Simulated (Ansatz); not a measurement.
Consider the silylene formation by 1,1-elimination: `[AlH3-][O+]([SiH3])[SiH3]` → `[AlH3-][OH+][SiH3]` + `[SiH2]`.

Computed with Ansatz on PBE0-D4/def2-TZVP structures; ΔE is electronic, products minus reactants. CCSD(T)/CBS adds triple-zeta CCSD(T) − MP2 to the extrapolated MP2 energy (def2 sets, frozen cores). This one scheme is used for every species. DFT in def2-TZVPP.

`[AlH3-][O+]([SiH3])[SiH3]`:

Z-matrix (Å, degrees):
```
Al
O 1 2.001
H 1 1.603 2 95.3
H 1 1.603 2 95.4 3 119.5
H 1 1.594 2 103.1 3 -120.2
Si 2 1.693 1 114.0 3 -144.0
Si 2 1.694 1 114.0 3 23.7
H 6 1.477 2 109.2 1 75.9
H 6 1.483 2 105.6 1 -165.4
H 6 1.475 2 107.1 1 -46.5
H 7 1.483 2 105.6 1 166.0
H 7 1.475 2 107.2 1 47.1
H 7 1.477 2 109.2 1 -75.3
```

`[AlH3-][OH+][SiH3]`:

Cartesian coordinates in Å:
```
Al 1.555 0.622 -0.156
O -0.408 0.663 0.014
Si -1.202 -0.839 0.139
H 2.056 1.405 1.140
H 1.812 1.275 -1.589
H 1.486 -0.989 -0.073
H -0.938 1.463 0.004
H -0.764 -1.523 1.369
H -0.963 -1.625 -1.085
H -2.634 -0.453 0.238
```

`[SiH2]`:

```xyz
3

Si   -0.256    0.405   -0.526
H    -0.887   -0.403    0.604
H     1.144   -0.003   -0.078
```

Problem. Is it downhill or uphill in electronic energy at CCSD(T)/CBS, and by how much? (An estimate is asked.)

Solution. Computed: Uphill: ΔE = +78.4 kcal/mol.

Problem. What do these levels give: PBE0-D4, B2PLYP, HF/def2-TZVPP, HF/CBS(def2), CCSD(T)/cc-pV(D+d)Z, CCSD(T)/cc-pV(T+d)Z? (Best estimate.)

Solution. The calculation gave: PBE0-D4 78.9, B2PLYP 76.6, HF/def2-TZVPP 75.0, HF/CBS(def2) 75.8, CCSD(T)/cc-pV(D+d)Z 71.4, CCSD(T)/cc-pV(T+d)Z 76.2 kcal/mol.

Largest T1 diagnostic among the species: 0.014.

Leaving LDA and LC-ωPBE aside and taking each functional with its dispersion term where it has one, the values, not all of them listed here, spread over 8.0 kcal/mol, from BLYP-D4 to r2SCAN0-D4. LDA lies +8.9 kcal/mol from PBE without D4. From BLYP to BHLYP (50 % exact exchange), in def2-TZVPP and without D4, ΔE moves by +8.1 kcal/mol. In def2-TZVPP, CCSD(T) changes the Hartree–Fock value by +1.7 kcal/mol (the triples alone add +0.9 kcal/mol) and MP2 by +6.7 kcal/mol.
